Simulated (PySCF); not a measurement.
C2H6OSn, SMILES C=[CH][SnH2][OH]. Coordinates come from a PBE-D3(BJ)/def2-SVP optimisation. The structure was generated by enumeration; whether it is a known compound was not checked. The def2 effective core potentials stand for the cores of Sn; spin–orbit coupling is left out. One conformer was computed; it need not be the lowest.

Computed equilibrium geometry at PBE-D3(BJ)/def2-SVP (PySCF confirms it by a frequency run) as a Z-matrix (one conformer of several):
```
C
C 1 1.3459
H 2 1.1046 1 122.18
H 1 1.1052 2 119.45 3 180.00
H 2 1.1054 3 115.78 1 -179.97
Sn 1 2.1551 4 119.42 2 179.82
O 6 2.0219 1 110.86 4 80.79
H 7 0.9761 6 109.95 1 -56.15
H 6 1.7243 7 101.82 8 -172.55
H 6 1.7369 9 113.90 7 116.66
```
Charge 0, spin multiplicity 1.
